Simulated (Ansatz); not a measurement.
This Ansatz (an electronic-structure program) input (B2PLYP/def2-QZVPP) gives -3033.87603 Eh with 159 basis functions. A basis named .json is the Basis Set Exchange file of that set (core-valence sets with the plain set on hydrogen).

Ansatz 0.2 input:
```yaml
crystal:
  periodic: [false, false, false]
  atoms:
    - {symbol: Cl, position_ang: [-0.00000000, -0.00000000, -1.45740920]}
    - {symbol: Br, position_ang: [0.00000000, 0.00000000, 0.70788447]}
basis:
  gaussian:
    orbitals: def2-QZVPP.json
hamiltonian:
  xc: {name: B2PLYP}
magnetization: {spin_polarized: false}
correlation: {electrons: outside_noble_gas}
```

Change:
```diff
- orbitals: def2-QZVPP.json
+ orbitals: aug-cc-pV_5+d_Z.json
```

**Question.** What does the run give now?

**Answer.** -3033.88176 Eh (B2PLYP/aug-cc-pV(5+d)Z, 276 functions), a change of -5.73 mEh.
